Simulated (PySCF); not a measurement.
# Computed properties of Si(Me)(SH) (CH₄SSi), SMILES C[Si]S

Si(Me)(SH) (CH₄SSi), SMILES C[Si]S (connectivity only; charge and spin as stated), neutral, multiplicity 1. Geometry optimised at ωB97X-D3(BJ)/def2-TZVP. Other conformers were not sampled. All values are computed for the isolated molecule unless a solvent is named; none is compared with measurement here.

**Structure.** All 15 harmonic modes at ωB97X-D3(BJ)/def2-TZVP (PySCF) are real, so it is a minimum. With heavy atoms numbered as in [Si:1]([CH3:2])[SH:6], the shortest bond between them is Si1–C2 at 1.898 Å and the longest Si1–S6 at 2.123 Å.

**Vibrations.** The strongest infrared lines (harmonic, unscaled, degenerate partners summed) lie at 524 cm⁻¹ (58 km/mol, Si 50 %, S 43 %), 691 cm⁻¹ (37 km/mol, H 42 %, C 39 %, Si 19 %), 853 cm⁻¹ (31 km/mol, H 76 %, C 13 %). The softest mode is at 61 cm⁻¹ and the zero-point energy is 29.1 kcal/mol.

**Electronic structure.** CAM-B3LYP/def2-TZVPD (PySCF) places the frontier levels at -7.74 and -1.04 eV, a gap of 6.70 eV, and gives a dipole moment of 0.48 D and a mean polarisability of 68.2 bohr³.

**Excitations.** TDDFT-PBE0/def2-SVPD (PySCF) has S1 at 3.19 eV (389 nm, f = 0.019, weak); the most intense of the 10 singlets computed lies at 6.00 eV (f = 0.34). T1 (TDA) is at 1.83 eV. No vertical singlet excitation falls in the visible range (under 3.1 eV).

**NMR.** GIAO shifts at KT2/pcSseg-2 (PySCF) (non-relativistic, atoms alike by connectivity averaged): ¹³C at 30.2 ppm against TMS; ¹H from 1.5 to 5.8 ppm against TMS; ²⁹Si at 488.4 ppm against TMS.
